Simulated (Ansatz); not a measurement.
Ansatz results at the PBE0-D4/def2-TZVP geometry: size of the dipole moment (PBE/def2-TZVPP) 3.23 D; HOMO energy (B3LYP/def2-TZVPP) -6.78 eV; HOMO–LUMO gap (PBE0/def2-TZVPP) 5.17 eV.

Each molecule was computed in one conformer, which needn't be the lowest.

(1) Which molecule gave them?
A. `NPB[SiH3]`
B. `FC(S)[SeH]`
C. `C[C@H]1[AlH][Si@@H]1C`
D. `SC1O[SiH2]1`

## Answers

(1) A. The others give `SC1O[SiH2]1`: 1.45, -6.97, 6.41; `C[C@H]1[AlH][Si@@H]1C`: 0.70, -5.61, 4.22; `FC(S)[SeH]`: 1.69, -6.88, 6.43.

B3LYP here is the variant with VWN-RPA as its local correlation; programs differ in this.
